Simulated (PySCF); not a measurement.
Stepwise substitution at one centre (Sn OCH3-SH). All species are isolated molecules in the gas phase. One relaxed conformer stands for each flexible species; it need not be the lowest. Strings in code marks are SMILES.

The four lowest singlet excitations (Tamm–Dancoff). Calculation: PySCF with PBE-D3(BJ)/def2-TZVP // PBE0-D3(BJ)/def2-SVP. Excitations are Tamm–Dancoff values on a coarser integration grid. The basis has no diffuse functions, so Rydberg states are missing or too high.

```
state  energy (eV)  wavelength (nm)  oscillator strength
-----  -----------  ---------------  -------------------
S1            3.79              327                0.000
S2            3.87              320                0.011
S3            3.87              320                0.011
S4            4.13              300                0.043
```

### Question
Identify which member gives these states.
A. `C[O][Sn]([O]C)([O]C)[O]C`
B. `[SH][Sn]([SH])([SH])[SH]`
C. `C[O][Sn]([SH])([SH])[SH]`

### Answer
A, `C[O][Sn]([O]C)([O]C)[O]C`
